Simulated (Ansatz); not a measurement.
Total energies of Al7Sb6H22⁻, a cluster cut from wurtzite AlSb (hydrogen-capped) from Ansatz at PBE0-D4/def2-TZVP, gas phase (1 Eh = 27.2114 eV = 2625.5 kJ/mol). The reference geometry is relaxed at PBE-D4/def2-SVP.

```xyz
35

Al    0.7850    4.3514    1.4217
Sb   -1.4442    3.5988    2.7934
Al   -1.8944    1.2294    4.0581
Al    2.8223    2.9730   -2.1825
Sb    0.9798    2.2886   -0.3205
Al    0.8707   -0.2493    0.5883
Sb   -1.4015   -0.4875    2.0235
Al   -2.2462   -2.9364    2.8108
Sb    2.4003    0.9997   -4.0102
Al    2.4224   -1.6900   -3.5833
Sb    0.6291   -1.8599   -1.5628
Al    0.0411   -4.4806   -1.2221
Sb   -2.1057   -4.2681    0.4398
H     0.4541    5.7146    0.6320
H     1.9975    4.2733    2.4765
H    -1.9214    4.8875    3.8350
H    -2.7558    3.8011    1.7022
H    -0.7306    1.0931    5.1611
H    -3.4480    1.1656    4.4742
H     2.4310    4.3801   -2.8594
H     4.2961    2.7150   -1.5900
H    -0.4943    2.4083   -1.1995
H     2.1636   -0.6191    1.4622
H    -2.5935   -0.0384    0.8671
H    -1.1298   -3.6044    3.7579
H    -3.7900   -2.8719    3.2607
H     3.3142    1.3480   -5.4311
H     0.8778    1.3453   -4.7280
H     3.8905   -2.0324   -3.0204
H     1.8451   -2.4149   -4.8996
H    -0.8056   -1.2539   -2.2939
H     1.2023   -5.1774   -0.3528
H    -0.4578   -5.1221   -2.6116
H    -3.3812   -3.6408   -0.5267
H    -2.8231   -5.8255    0.6299
```

```
            state                    geometry  energy (Eh)
charge -1 singlet                   reference  -3151.37719
 charge 0 doublet                   reference  -3151.18124
 charge 0 doublet  relaxed at PBE-D4/def2-SVP  -3151.19186
```

In the def2 sets Sb takes a core potential; there is no spin–orbit coupling. Single mean-field runs in def2-TZVP are fitted with def2-universal-jkfit.

Q: Work out the vertical ionisation energy to the doublet.

A: E(charge 0 doublet) − E(charge -1 singlet) = -3151.18124 − (-3151.37719) = 0.19595 Eh = 5.33 eV. For comparison, −ε of the highest occupied level is 4.28 eV at this level, 1.05 eV less.

Q: How much does the charge 0 doublet relax, and what is the adiabatic ionisation energy?

A: Relaxation: -3151.18124 − (-3151.19186) = 0.01062 Eh = 0.29 eV. Adiabatic ionisation energy: 0.18533 Eh = 5.04 eV, without zero-point energy.
